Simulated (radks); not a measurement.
Excited configurations of La2+: one electron is placed in a higher orbital outside [Xe]. The ground configuration is [Xe] 5d1. Method: Dirac Kohn-Sham, PBE, spin-unpolarised, spherical densities, finite nucleus; open shells fill j = l - 1/2 first; Fermi nuclear charge, rms radius 4.855 fm; computed with a radial shooting solver on a logarithmic mesh with Libxc functionals. Excitation = E - E(ground); binding = E(ion) - E, where the ion is the core of charge +3; n* = 3/sqrt(2 binding) in atomic units, and the quantum defect is n - n*.

outer orbital  excitation (eV)  binding (eV)     n*  eigenvalue (eV)
6s1/2                    1.587        17.497  2.645          -14.634
6p1/2                    5.039        14.045  2.953          -11.670
6d3/2                    9.869         9.215  3.645           -7.678
7s1/2                    9.795         9.288  3.631           -7.976
7p1/2                   11.141         7.943  3.926           -6.779
7d3/2                   13.322         5.762  4.610           -4.884
7f5/2                   15.362         3.722  5.736           -3.161

The Delta-SCF ionisation energy is 19.084 eV (NIST Atomic Spectra Database: 19.177 eV, measured). Self-interaction in the functional shifts the binding energies and quantum defects, so they are the method's values and not measured ones. Spin polarisation and multiplet splitting are left out, so open shells lie too high by an amount that depends on their filling.

Beside tabulated values, note that spin-unpolarised runs miss the spin-polarisation part of the exchange energy of open shells.
